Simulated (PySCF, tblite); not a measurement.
Isomers of C5H13OP3, one GFN2-xTB conformer each. Single-point energies are computed at PBE0/pcSseg-1 (PySCF, gas phase, no added dispersion term), electronic only.

Question: Rank them by PBE0/pcSseg-1 energy, lowest first (kJ/mol).
A. `[CH3:1][O:2][CH2:3][CH2:4]/[P:5]=[P:6]/[CH2:7][CH2:8][PH2:9]` with C1–O2–C3–C4 -73°, O2–C3–C4–P5 -176°, C3–C4–P5–P6 83°, P5–P6–C7–C8 -98°, P6–C7–C8–P9 -29°
B. `[OH:1][CH2:2][CH2:3][CH2:4]/[P:5]=[P:6]/[CH2:7][CH2:8][PH2:9]` with H–O1–C2–C3 57°, O1–C2–C3–C4 179°, C2–C3–C4–P5 59°, C3–C4–P5–P6 60°, P5–P6–C7–C8 -73°

Answer: B (0.0), A (50.7).

As drawn, the lower has an O–H bond, which the higher lacks. GFN2-xTB itself gives, in the same order: 0.0, 4.4. Both levels put the same isomer lowest.

Which frontier levels, dipoles and rotational constants go with these structures?

```
      SMILES  HOMO (eV, PBE0/pcSseg-1)  LUMO (eV)  dipole (D)       A, B, C (MHz)
OCCC/P=P/CCP                     -6.93      -2.78        0.76  2445, 365.1, 354.5
COCC/P=P/CCP                     -6.34      -2.47        1.80  2570, 358.6, 342.6
```

What happens when harmonic zero-point energies from GFN2-xTB frequencies are added?

| SMILES | ZPE (kJ/mol) | electronic (kJ/mol) | with ZPE (kJ/mol) |
| --- | --- | --- | --- |
| OCCC/P=P/CCP | 449.6 | 0.0 | 0.0 |
| COCC/P=P/CCP | 448.3 | 50.7 | 49.4 |

The zero-point energies span 1.3 kJ/mol. The order is unchanged.
